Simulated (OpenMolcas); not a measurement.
**Cu3+, Ag3+, Au3+: d8 down the group**

* Program: OpenMolcas 26.06
* Method: CASSCF
* Basis: ANO-R2
* Scalar Hamiltonian: X2C, finite nucleus
* Spin-orbit coupling: state interaction with AMFI integrals over the reference wave functions, term energies averaged over their components

Active space for each ion: 8 electrons in 5 orbitals (d).

Computed levels in cm-1 above 3F4:

```
                               Level   Cu3+   Ag3+   Au3+
                                 3F3   1837   3966  12155
                                 3P2  23793  20373  20610
                                 3P1  24240  19716  26278
                                 3P0  24591  20057  23563
                                 1G4  30406  24228  29510
                                 1S0  73052  56319  62660
weight of 3F in the lowest level (%)    100     99     96
```

Mixed levels, with the weight of the term that names them: Ag3+ 3P2 (53 %), Au3+ 3P2 (53 %).

Measured, with the error of the calculation in %. Measured levels: Cu3+ from Sugar and Musgrove, J. Phys. Chem. Ref. Data 19, 527 (1990); Ag3+ from the list in Gamrath, thesis, University of Mons (2023); Au3+ from Zainab et al., Astrophys. J. Suppl. Ser. 267, 12 (2023).

| Level | Cu3+ | Ag3+ | Au3+ |
| --- | --- | --- | --- |
| 3F3 | 1861 (-1.3) | 4172 (-5.0) | 12294 (-1.1) |
| 3P2 | 19697 (+20.8) |  |  |
| 3P1 | 20097 (+20.6) | 15900 (+24.0) | 21490 (+22.3) |
| 3P0 | 20423 (+20.4) | 16092 (+24.6) | 18185 (+29.6) |
| 1G4 | 26913 (+13.0) | 20570 (+17.8) | 25702 (+14.8) |
| 1S0 | 61456 (+18.9) | 47139 (+19.5) | 55278 (+13.4) |

The fine-structure level 3F3 changes by a factor of 6.62 from Cu3+ to Au3+.

Without spin-orbit coupling 3P lies 22402, 15750, 14124 cm-1 above 3F in that order; the difference to the level 3P2, of either sign, comes from spin-orbit coupling, which also lowers the zero.

Without dynamic correlation excited terms often stand tens of per cent too high (terms of higher spin than the ground term too low), and those without a measured partner can miss by more than the paired ones. Measured partners are found by configuration, term and J. A level has none where our copy of the source lacks it or the pairing is in doubt (some pairs that miss far off the trend of their configuration count as doubtful), and it then counts in no deviation. Levels of configurations outside the active space are missing.
